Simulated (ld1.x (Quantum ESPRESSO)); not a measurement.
How hard is this Dy TM potential?

```json
{"Element": "dysprosium (Dy)", "Generator": "ld1.x (Quantum ESPRESSO) 7.5", "Type": "norm-conserving Troullier–Martins (Kleinman–Bylander form)", "Functional": "PBE", "Relativity": "non-relativistic", "Frozen core": "[Xe]", "Valence charge": "12", "Reference configuration": "4f10 5d0 6s1 6p1", "Partial waves": "6s (bound): rc 2.75 bohr; 6p (bound): rc 3.20 bohr; 4f (bound): rc 0.95 bohr; 5d (bound, empty): rc 2.55 bohr", "Local potential": "the d channel", "Core correction": "none"}
```

The pseudo-atom Hamiltonian at the reference potential is diagonalised in spherical Bessel functions j_l(qr) that vanish at 20 bohr, with q² up to the cutoff. All-electron valence levels (Ry): 6s -0.3019, 6p -0.1356, 4f -0.6022, 5d -0.2032.

How do the lowest levels (Ry) of each channel move with the cutoff, and are there ghosts?

| cutoff (Ry) | s #1 | s #2 | p #1 | p #2 | p #3 | f #1 | f #2 | d #1 | d #2 | Σ f·Δε (mRy) |
| --- | --- | --- | --- | --- | --- | --- | --- | --- | --- | --- |
| 8 | -1.7225 | -0.2991 | -0.1380 | 0.0224 | 0.0741 | 0.0710 | 0.1772 | -0.1522 | 0.0258 | 6732.5 |
| 18 | -1.9344 | -0.3016 | -0.3302 | -0.1355 | 0.0227 | 0.0710 | 0.1771 | -0.2025 | 0.0199 | 6727.5 |
| 35 | -1.9345 | -0.3019 | -0.3335 | -0.1356 | 0.0226 | 0.0710 | 0.1771 | -0.2032 | 0.0198 | 6727.2 |
| 55 | -1.9349 | -0.3019 | -0.3339 | -0.1356 | 0.0226 | 0.0710 | 0.1771 | -0.2032 | 0.0198 | 6727.1 |
| 90 | -1.9349 | -0.3019 | -0.3339 | -0.1356 | 0.0226 | 0.0710 | 0.1770 | -0.2032 | 0.0198 | 6727.1 |
| 140 | -1.9349 | -0.3019 | -0.3339 | -0.1356 | 0.0226 | 0.0709 | 0.1768 | -0.2032 | 0.0198 | 6726.8 |
| 230 | -1.9349 | -0.3019 | -0.3339 | -0.1356 | 0.0226 | -0.3940 | 0.0711 | -0.2032 | 0.0198 | 2077.4 |
| 400 | -1.9349 | -0.3019 | -0.3339 | -0.1356 | 0.0226 | -0.6017 | 0.0711 | -0.2032 | 0.0198 | 0.0 |

Result: ghost states, extra bound levels that the all-electron valence spectrum of the same l lacks: s at -26.3 eV, p at -4.5 eV (a true bound ghost makes a file unfit for plane-wave use); 10 mRy is reached at over 300 Ry and 1 mRy at over 300 Ry.

3 of 7 tests not solved or not reliable.
